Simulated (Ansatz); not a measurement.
FH3OSiSn, SMILES `F[SiH]1[O][SnH2]1`, charge 0, multiplicity 1.

Task: Give a relaxed structure at PBE0-D4/def2-TZVP (Ansatz). (Estimate.)

Result: Ansatz gave: 
```xyz
7

F     1.8695    0.6401    1.4464
Si    1.1943    0.1512    0.0958
O     0.3316   -1.1926    0.1189
Sn   -1.2426    0.2492   -0.1936
H     2.2012    0.3795   -0.9620
H    -2.3149    0.0215    1.1169
H    -2.0391   -0.2488   -1.6224
```
